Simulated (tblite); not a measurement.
A geometry optimisation, step by step.

Compound: C₆H₁₀BClO.
Atom-mapped SMILES: `[CH2:1]=[C:2]([Cl:3])[C:4](=[CH2:5])[O:6][BH:7][CH2:8][CH3:9]` (hydrogens: H10, H11 on C1; H12, H13 on C5; H14 on B7; H15, H16 on C8; H17, H18, H19 on C9)

Computed with GFN2-xTB (tblite), gas phase: L-BFGS steps from a force-field or distance-geometry start until the largest atomic force falls under 0.01 eV/Å. 7 of its 121 geometries are shown.

Step 0: E = -754.7388 eV, largest atomic force 3.538 eV/Å
```
atom  x, y, z in Å  |  force x, y, z in eV/Å
C1      2.872    1.238    0.093    0.474  -0.533   0.357
C2      2.725   -0.072    0.319    0.521   0.858  -0.001
Cl3     4.062   -1.003    1.048   -1.077   0.390  -0.524
C4      1.458   -0.687   -0.041   -0.800  -1.169   0.052
C5      1.197   -1.983    0.153   -0.091  -0.110  -0.074
O6      0.479    0.122   -0.592   -0.273   1.409   2.172
B7     -0.617    0.752    0.185    0.827  -1.219  -3.217
C8     -1.924   -0.158    0.324    0.589   0.451   0.637
C9     -3.155    0.581   -0.186   -0.537   0.556  -0.192
H10     2.025    1.744   -0.337    0.294   0.266  -0.005
H11     3.797    1.731    0.350   -0.265   0.205  -0.158
H12     1.902   -2.683    0.576   -0.080   0.224  -0.134
H13     0.227   -2.349   -0.140    0.090  -0.177   0.084
H14    -0.776    1.921   -0.018    0.476  -0.418   0.509
H15    -2.053   -0.331    1.410   -0.160  -0.403  -0.448
H16    -1.856   -1.096   -0.242    0.146   0.112   0.598
H17    -4.029    0.103    0.285    0.055   0.357  -0.520
H18    -3.229    0.525   -1.309    0.039   0.135   1.279
H19    -3.115    1.654    0.134   -0.231  -0.935  -0.416
```

Step 20: E = -755.9373 eV, largest atomic force 0.196 eV/Å
```
atom  x, y, z in Å  |  force x, y, z in eV/Å
C1      3.084    1.220    0.152    0.090   0.088   0.027
C2      2.787   -0.054    0.377   -0.010  -0.075  -0.004
Cl3     3.991   -1.139    0.984   -0.110   0.026  -0.018
C4      1.440   -0.608    0.131    0.088   0.116  -0.054
C5      1.171   -1.909    0.132   -0.068  -0.082   0.005
O6      0.581    0.403   -0.165   -0.136   0.108   0.014
B7     -0.718    0.693   -0.151    0.118   0.001  -0.063
C8     -1.980   -0.171    0.290    0.116   0.002   0.085
C9     -3.276    0.524   -0.143    0.135  -0.131  -0.003
H10     2.330    1.877   -0.251    0.140  -0.014   0.087
H11     4.061    1.615    0.364   -0.009   0.048  -0.067
H12     1.948   -2.634    0.288   -0.023   0.028   0.077
H13     0.182   -2.282   -0.040   -0.136  -0.023  -0.079
H14    -0.934    1.809   -0.480    0.160  -0.056  -0.071
H15    -1.964   -0.234    1.382   -0.058  -0.112   0.045
H16    -1.966   -1.202   -0.080   -0.043   0.139   0.036
H17    -4.155   -0.004    0.219   -0.017   0.043   0.033
H18    -3.312    0.556   -1.228   -0.107   0.042  -0.040
H19    -3.281    1.549    0.229   -0.127  -0.149  -0.012
```

Step 40: E = -756.0241 eV, largest atomic force 0.177 eV/Å
```
atom  x, y, z in Å  |  force x, y, z in eV/Å
C1      3.205    1.201    0.218   -0.021  -0.039  -0.010
C2      2.778   -0.040    0.419   -0.110  -0.068  -0.102
Cl3     3.894   -1.238    0.970   -0.013  -0.053   0.049
C4      1.409   -0.513    0.128   -0.143   0.070   0.020
C5      1.044   -1.795    0.143    0.033   0.031  -0.045
O6      0.598    0.515   -0.262    0.004   0.068  -0.027
B7     -0.716    0.761   -0.272    0.146  -0.089  -0.044
C8     -1.915   -0.136    0.281    0.102  -0.022  -0.001
C9     -3.295    0.417   -0.080    0.005  -0.018   0.014
H10     2.534    1.962   -0.138   -0.028  -0.012   0.004
H11     4.232    1.470    0.385    0.000   0.055   0.053
H12     1.735   -2.568    0.422   -0.001   0.019  -0.023
H13     0.060   -2.103   -0.164    0.048   0.034   0.089
H14    -0.964    1.799   -0.765    0.035   0.070  -0.025
H15    -1.830   -0.239    1.367   -0.044   0.028   0.014
H16    -1.850   -1.154   -0.110   -0.039  -0.032  -0.021
H17    -4.087   -0.224    0.297   -0.034  -0.080   0.019
H18    -3.395    0.485   -1.161   -0.021   0.000   0.007
H19    -3.448    1.410    0.333    0.082   0.039   0.027
```

Step 60: E = -756.0463 eV, largest atomic force 0.052 eV/Å
```
atom  x, y, z in Å  |  force x, y, z in eV/Å
C1      3.192    1.192    0.245   -0.015   0.011   0.036
C2      2.755   -0.052    0.403    0.010  -0.001  -0.026
Cl3     3.828   -1.264    1.019   -0.034   0.031  -0.004
C4      1.388   -0.497    0.074    0.019  -0.012   0.042
C5      1.000   -1.770    0.138    0.007   0.002  -0.008
O6      0.615    0.544   -0.354    0.001  -0.045   0.013
B7     -0.699    0.779   -0.358    0.011   0.007  -0.001
C8     -1.862   -0.134    0.243   -0.009  -0.003  -0.035
C9     -3.272    0.393   -0.036    0.004   0.015   0.015
H10     2.531    1.948   -0.143    0.008  -0.013   0.004
H11     4.196    1.482    0.499   -0.009  -0.011  -0.017
H12     1.684   -2.546    0.429   -0.012   0.040   0.018
H13     0.002   -2.070   -0.114    0.025  -0.010  -0.040
H14    -0.959    1.814   -0.856    0.001  -0.002  -0.026
H15    -1.725   -0.245    1.325   -0.012  -0.007  -0.050
H16    -1.810   -1.144   -0.168   -0.016  -0.019   0.015
H17    -4.025   -0.273    0.380    0.004   0.016   0.014
H18    -3.439    0.470   -1.108    0.008  -0.015   0.010
H19    -3.409    1.381    0.394    0.010   0.016   0.040
```

Step 80: E = -756.0968 eV, largest atomic force 0.146 eV/Å
```
atom  x, y, z in Å  |  force x, y, z in eV/Å
C1      3.027    1.252    0.391   -0.026   0.014  -0.040
C2      2.646   -0.015    0.522    0.012   0.093   0.021
Cl3     3.684   -1.136    1.335   -0.058   0.002  -0.031
C4      1.374   -0.546   -0.001    0.030   0.014   0.041
C5      1.036   -1.833    0.078   -0.019   0.025  -0.012
O6      0.642    0.417   -0.639   -0.011  -0.081   0.021
B7     -0.673    0.654   -0.701   -0.012   0.032   0.001
C8     -1.810   -0.179    0.050    0.009   0.000   0.037
C9     -3.168    0.514    0.200   -0.029  -0.023   0.037
H10     2.379    1.948   -0.113    0.034   0.010   0.005
H11     3.971    1.616    0.757   -0.062  -0.046   0.016
H12     1.680   -2.545    0.563   -0.045   0.044  -0.057
H13     0.125   -2.203   -0.353   -0.027   0.009   0.003
H14    -0.931    1.595   -1.364    0.002  -0.096   0.014
H15    -1.462   -0.470    1.046    0.027  -0.019   0.002
H16    -1.976   -1.117   -0.489   -0.007  -0.012  -0.003
H17    -3.837   -0.082    0.820    0.023  -0.034   0.028
H18    -3.658    0.652   -0.760    0.114   0.036  -0.084
H19    -3.060    1.488    0.669    0.046   0.031   0.003
```

Step 100: E = -756.1335 eV, largest atomic force 0.047 eV/Å
```
atom  x, y, z in Å  |  force x, y, z in eV/Å
C1      2.810    1.340    0.485   -0.008   0.005   0.004
C2      2.487    0.057    0.602    0.005  -0.017   0.000
Cl3     3.447   -0.983    1.596   -0.010   0.001   0.004
C4      1.344   -0.575   -0.073    0.012   0.006  -0.011
C5      1.054   -1.873   -0.011    0.002  -0.011   0.022
O6      0.636    0.299   -0.848    0.012  -0.002  -0.006
B7     -0.685    0.458   -0.934   -0.012  -0.032   0.009
C8     -1.770   -0.287   -0.032   -0.001   0.023   0.040
C9     -2.925    0.635    0.377    0.016  -0.010  -0.016
H10     2.220    1.990   -0.137    0.010  -0.009   0.011
H11     3.661    1.760    0.993   -0.029   0.000  -0.019
H12     1.647   -2.558    0.564    0.004   0.010  -0.010
H13     0.215   -2.270   -0.552    0.007  -0.018  -0.011
H14    -1.010    1.251   -1.737    0.004   0.013  -0.018
H15    -1.326   -0.714    0.873    0.014   0.028  -0.035
H16    -2.187   -1.130   -0.592   -0.009   0.019   0.015
H17    -3.604    0.131    1.061   -0.020  -0.024  -0.023
H18    -3.487    0.957   -0.497    0.019  -0.008   0.015
H19    -2.537    1.520    0.875   -0.015   0.025   0.028
```

Step 120: E = -756.1419 eV, largest atomic force 0.009 eV/Å
```
atom  x, y, z in Å  |  force x, y, z in eV/Å
C1      2.677    1.360    0.496    0.002   0.006   0.004
C2      2.410    0.064    0.619   -0.006  -0.001   0.003
Cl3     3.343   -0.912    1.698    0.000   0.000  -0.003
C4      1.343   -0.626   -0.116    0.001  -0.002  -0.002
C5      1.103   -1.935   -0.052    0.000   0.002  -0.002
O6      0.641    0.206   -0.942    0.003  -0.003  -0.005
B7     -0.676    0.403   -0.999    0.001   0.001  -0.002
C8     -1.744   -0.267   -0.024    0.003   0.001  -0.003
C9     -2.842    0.699    0.433   -0.004   0.005  -0.002
H10     2.098    1.966   -0.177    0.006   0.001   0.002
H11     3.467    1.835    1.049   -0.004  -0.002   0.000
H12     1.697   -2.586    0.561   -0.001   0.000  -0.004
H13     0.313   -2.376   -0.632    0.000  -0.002   0.000
H14    -1.003    1.151   -1.844    0.000  -0.002   0.001
H15    -1.269   -0.706    0.857   -0.001   0.003   0.008
H16    -2.226   -1.093   -0.556   -0.002  -0.006   0.002
H17    -3.575    0.186    1.053    0.002   0.002  -0.001
H18    -3.353    1.127   -0.425   -0.001  -0.005   0.004
H19    -2.414    1.512    1.014   -0.001   0.000  -0.001
```

Problem. Summarise the path.

Solution. The energy falls by 135.38 kJ/mol from step 0 to step 120; nine tenths of that is first reached at step 35. It falls at every step. The largest force goes from 3.538 to 0.009 eV/Å. Among the bonds O6–B7 changes most, from 1.484 to 1.333 Å; the atoms move by 0.830 Å rms after alignment.

Problem. Follow the three bonds and two angles with the largest change from start to end.

Solution. 
| step | E above end (kJ/mol) | largest force (eV/Å) | O6–B7 (Å) | C2–Cl3 (Å) | C9–H18 (Å) | O6–B7–C8 (°) | Cl3–C2–C4 (°) |
| --- | --- | --- | --- | --- | --- | --- | --- |
| 0 | 135.38 | 3.538 | 1.484 | 1.785 | 1.127 | 114.1 | 122.2 |
| 5 | 50.35 | 0.546 | 1.343 | 1.718 | 1.087 | 126.8 | 118.7 |
| 10 | 40.19 | 0.345 | 1.324 | 1.728 | 1.086 | 128.9 | 117.0 |
| 16 | 25.59 | 0.399 | 1.320 | 1.720 | 1.092 | 128.6 | 116.1 |
| 21 | 18.93 | 0.253 | 1.335 | 1.729 | 1.086 | 131.3 | 117.3 |
| 26 | 16.43 | 0.176 | 1.327 | 1.729 | 1.090 | 132.2 | 116.9 |
| 31 | 14.86 | 0.124 | 1.332 | 1.728 | 1.086 | 131.1 | 116.0 |
| 37 | 12.58 | 0.129 | 1.335 | 1.728 | 1.089 | 130.0 | 115.8 |
| 42 | 10.82 | 0.107 | 1.333 | 1.732 | 1.088 | 129.1 | 116.6 |
| 47 | 9.98 | 0.073 | 1.336 | 1.728 | 1.087 | 128.4 | 116.6 |
| 52 | 9.68 | 0.057 | 1.334 | 1.730 | 1.088 | 128.4 | 116.0 |
| 57 | 9.40 | 0.048 | 1.335 | 1.729 | 1.087 | 127.9 | 115.9 |
| 63 | 9.00 | 0.069 | 1.335 | 1.729 | 1.089 | 127.6 | 116.4 |
| 68 | 8.05 | 0.161 | 1.335 | 1.732 | 1.085 | 125.7 | 116.9 |
| 73 | 6.09 | 0.118 | 1.334 | 1.729 | 1.088 | 126.1 | 116.4 |
| 78 | 4.78 | 0.164 | 1.338 | 1.732 | 1.088 | 125.8 | 116.3 |
| 83 | 3.64 | 0.108 | 1.337 | 1.729 | 1.090 | 125.5 | 116.5 |
| 89 | 2.02 | 0.091 | 1.333 | 1.731 | 1.086 | 125.2 | 116.0 |
| 94 | 1.31 | 0.079 | 1.335 | 1.729 | 1.088 | 125.1 | 116.1 |
| 99 | 0.86 | 0.091 | 1.334 | 1.729 | 1.086 | 125.6 | 115.9 |
| 104 | 0.69 | 0.041 | 1.334 | 1.729 | 1.086 | 125.5 | 115.8 |
| 110 | 0.36 | 0.066 | 1.335 | 1.730 | 1.088 | 125.5 | 115.9 |
| 115 | 0.08 | 0.048 | 1.333 | 1.727 | 1.086 | 125.3 | 115.9 |
| 120 | 0.00 | 0.009 | 1.333 | 1.729 | 1.087 | 125.0 | 116.0 |

The cost below is that of the whole relaxation. Time: 1.8 s. Hardware: Arm Neoverse N1, one thread, shared host.
